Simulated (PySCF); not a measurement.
**Ho(BH4)3(NH3): from a saddle point downhill**

PySCF 2.14.0, RKS PBE0, Ho lcecp-1-SVP with ECP56, B def2-SVP, H def2-SVP, N def2-SVP; non-relativistic Hamiltonian with scalar-relativistic core potentials where named; density fitting; no spin-orbit coupling. Relaxed within the symmetry of its start, the geometry (Cs) is

```xyz
20

Ho    0.0801   -0.0801    0.0630
B     1.2245    1.7659    1.2037
H     1.8118    2.6453    1.7835
H     1.5857    0.6194    1.5774
H     1.4126    1.7832   -0.0342
H    -0.0119    1.8034    1.3802
B    -1.7659   -1.2245    1.2037
H    -2.6453   -1.8118    1.7835
H    -1.8034    0.0119    1.3802
H    -1.7832   -1.4126   -0.0342
H    -0.6194   -1.5857    1.5774
B     1.3100   -1.3100   -1.6595
H     1.9050   -1.9050   -2.5235
H     0.6437   -2.0621   -0.9162
H     0.4828   -0.4828   -2.1246
H     2.0621   -0.6437   -0.9162
N    -1.4107    1.4107   -1.2333
H    -1.9807    1.9807   -0.6050
H    -0.9027    2.0617   -1.8349
H    -2.0617    0.9027   -1.8349
```

and its lowest harmonic modes are -90, 42, 104, 106, 111, 127 cm⁻¹ (negative: unstable). It was moved along the lowest mode and relaxed again.

Problem. Where does it end, and how much lower?

Solution. In C1, 0.002 eV lower, after 5 steps:
```xyz
20

Ho    0.0798   -0.0774    0.0648
B     1.2203    1.7615    1.2217
H     1.8089    2.6380    1.8050
H     1.6269    0.6144    1.5423
H     1.3576    1.8224   -0.0216
H    -0.0085    1.7608    1.4493
B    -1.7699   -1.2288    1.1881
H    -2.6492   -1.8209    1.7634
H    -1.8421    0.0114    1.3254
H    -1.7478   -1.4548   -0.0431
H    -0.6255   -1.5474    1.6047
B     1.2958   -1.3149   -1.6610
H     1.8780   -1.9278   -2.5211
H     0.8259   -2.0528   -0.7652
H     0.3084   -0.6723   -2.1039
H     2.0156   -0.4726   -1.0850
N    -1.3981    1.4136   -1.2378
H    -1.8887    2.0602   -0.6165
H    -0.8993    1.9879   -1.9199
H    -2.1174    0.9029   -1.7535
```

Problem. How do the contacts change?

Solution. 
```csv
contact,saddle (Å),end (Å)
Ho1–H4 (BH4),2.247,2.248
Ho1–H11 (BH4),2.247,2.243
Ho1–H15 (BH4),2.261,2.260
Ho1–N17 (NH3),2.475,2.471
```


No frequency check is given for the end.

An lcecp potential fixes the number of 4f electrons, so in runs with it no electron can move into or out of that shell.

State: singlet in the valence, with the 4f electrons in the core potential.
